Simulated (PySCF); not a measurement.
Löwdin shares of the frontier orbitals

Compound: C4H11NSi.
Geometry (PBE0-D3(BJ)/def2-SVP, Å), atoms numbered from 1 in this order:
```
atom  x, y, z in Å
C1     2.1304    0.1134    0.2423
C2     0.6364   -0.0326    0.4903
C3    -0.0481   -1.0745   -0.4090
C4    -1.5630   -0.8945   -0.3273
N5    -1.8109    0.5362   -0.3618
Si6   -0.4738    1.4815    0.2116
H7     2.6578   -0.8452    0.3816
H8     2.5911    0.8435    0.9258
H9     2.3333    0.4530   -0.7865
H10    0.4700   -0.3242    1.5451
H11    0.2720   -0.9073   -1.4531
H12    0.2476   -2.1034   -0.1428
H13   -2.0556   -1.4079   -1.1720
H14   -1.9464   -1.3704    0.6000
H15   -2.7749    0.8313   -0.4361
H16    0.0622    2.4604   -0.7922
H17   -0.7421    2.2647    1.4643
```

Theory: TDDFT wB97X-D/def2-SVPD, vertical, gas phase, core orbitals frozen in the response (PySCF 2.14.0, density-fitted response routines).

Kohn–Sham orbitals with the atoms that hold most of them (Löwdin shares over 4%, at most four atoms; ? is withheld):

| orbital | ε (eV) | atoms |
| --- | --- | --- |
| LUMO+2 | 2.94 | Si6 27%, C4 10%, C1 7%, H14 7% |
| LUMO+1 | 2.29 | Si6 24%, C1 10%, C4 8%, C3 7% |
| LUMO | ? | Si6 31%, H17 11%, H15 11%, H16 10% |
| HOMO | -8.41 | ? |
| HOMO-1 | -9.78 | ? |
| HOMO-2 | -10.81 | C2 16%, Si6 16%, C3 13%, H17 10% |
| HOMO-3 | -11.23 | C4 21%, C3 18%, C1 15%, C2 12% |

(1) Which atoms hold the HOMO-1, and with what shares?

(2) Give the leading atoms of the HOMO.

(3) What is the LUMO energy, and the HOMO–LUMO gap?

Answers

(1) C2 (bonded to 2 C, Si and H) 32%; Si6 (bonded to C, N and 2 H) 20%; C1 (bonded to C and 3 H) 9%; C3 (bonded to 2 C and 2 H) 9%. By element: carbon 51% or more, silicon 20%.

(2) N5 (bonded to C, Si and H) 55%; C4 (bonded to C, N and 2 H) 12%; Si6 (bonded to C, N and 2 H) 10%; H14 (bonded to C) 6%.

(3) ε(LUMO) = 2.22 eV; the gap is 10.63 eV (0.3906 hartree).

How does S1 compare with the orbital gap of 10.63 eV?

S1 is at 6.03 eV (f = 0.0051), 4.60 eV below the gap, made of HOMO→LUMO (89%). 

Next come S2 at 6.47 eV (f 0.0086), HOMO→LUMO+1 (69%), HOMO→LUMO+2 (15%); S3 at 7.40 eV (f 0.0015), HOMO→LUMO+4 (36%), HOMO→LUMO+2 (23%), HOMO→LUMO+5 (15%); S4 at 7.53 eV (f 0.0044), HOMO→LUMO+2 (46%), HOMO→LUMO+6 (12%), HOMO→LUMO+5 (12%); S5 at 7.67 eV (f 0.026), HOMO-1→LUMO (64%), HOMO-1→LUMO+1 (11%).

Löwdin shares depend on the basis, the more so with diffuse functions.

One conformer stands for the species.
